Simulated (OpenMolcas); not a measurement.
Mo2+ (d4) among equal point charges was computed by CASSCF with the d shell active (OpenMolcas, ANO-RCC-VTZP on the metal). Its lowest spin-free states, and all those of the highest spin:

```json
{"2S+1": "5", "Degeneracy": "1", "E (cm-1)": "0.0"}
{"2S+1": "3", "Degeneracy": "2", "E (cm-1)": "5461"}
{"2S+1": "1", "Degeneracy": "1", "E (cm-1)": "8450"}
{"2S+1": "1", "Degeneracy": "2", "E (cm-1)": "12351"}
{"2S+1": "3", "Degeneracy": "1", "E (cm-1)": "12725"}
{"2S+1": "5", "Degeneracy": "1", "E (cm-1)": "13188"}
{"2S+1": "3", "Degeneracy": "2", "E (cm-1)": "13983"}
{"2S+1": "3", "Degeneracy": "1", "E (cm-1)": "14157"}
{"2S+1": "5", "Degeneracy": "1", "E (cm-1)": "14647"}
{"2S+1": "3", "Degeneracy": "1", "E (cm-1)": "14930"}
{"2S+1": "3", "Degeneracy": "1", "E (cm-1)": "15061"}
{"2S+1": "3", "Degeneracy": "1", "E (cm-1)": "18529"}
{"2S+1": "5", "Degeneracy": "2", "E (cm-1)": "24567"}
```

Question: Is the site octahedral, tetrahedral or cube-like, axial, or of lower symmetry?

Answer: The states with 2S+1 = 5 have orbital degeneracies 1, 1, 1, 2. There are pairs but no triples, so the site is axial: not cubic, but with a proper or improper axis of order three or more. The run had Mo2+ among 5 point charges of -2 e arranged as a square pyramid (C4v), 2.02 Å from the ion, with the axial distance 1.939 Å. The active orbitals were held to one l.

Without dynamic correlation the repulsion within the d shell is too large (B by tens of per cent), so at a given field states of lower spin stand too high. This shell can be high or low spin here, a state of another spin lies low, and with metal d orbitals alone active their balance is uncertain, so the ground spin may be wrong. Point charges give a weaker field than real ligands, and real ions of this kind are as a rule low spin; the high spin found here belongs to the model. This is an electrostatic model: the charges have no orbitals. An unlabelled pair can be two single states that coincide in this model. No measured value stands beside these numbers.
